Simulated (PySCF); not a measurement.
Ge(Et)2(OH)2, SMILES C[CH2][Ge]([OH])([OH])[CH2]C (GFN2-xTB optimised geometry):

```
19

C      2.201     0.792    -1.206
C      1.606     0.082     0.000
Ge    -0.403     0.082     0.000
O     -1.082    -0.541    -1.517
O     -0.821     1.807     0.000
C     -1.387    -0.948     1.417
C     -2.890    -0.716     1.385
H      1.933     0.278    -2.128
H      3.287     0.822    -1.135
H      1.830     1.814    -1.261
H      1.930     0.574     0.915
H      1.954    -0.950     0.041
H     -0.807    -0.082    -2.308
H     -1.750     2.002    -0.106
H     -1.172    -2.002     1.257
H     -0.982    -0.674     2.391
H     -3.287    -0.963     0.403
H     -3.124     0.326     1.601
H     -3.387    -1.338     2.127
```

Computed with PBE0/def2-SVP in PySCF 2.14.0.

Q: What are the frontier orbital energies and the dipole moment?

A: HOMO-2 -8.23 eV, HOMO-1 -8.22 eV, HOMO -7.50 eV, LUMO 1.03 eV, LUMO+1 1.72 eV; dipole moment 0.33 D.

On the same geometry PySCF with PBE/def2-SVP gives HOMO-2 -6.53 eV, HOMO-1 -6.52 eV, HOMO -6.06 eV, LUMO 0.11 eV, LUMO+1 0.81 eV; dipole moment 0.24 D.

Meta-Löwdin charges at PBE0/def2-SVP: C1 -0.29, C2 -0.37, Ge3 1.08, O4 -0.71, O5 -0.71, C6 -0.37, C7 -0.29, H8 0.09, H9 0.10, H10 0.11, H11 0.11, H12 0.10, H13 0.32, H14 0.32, H15 0.11, H16 0.10, H17 0.11, H18 0.09, H19 0.10.
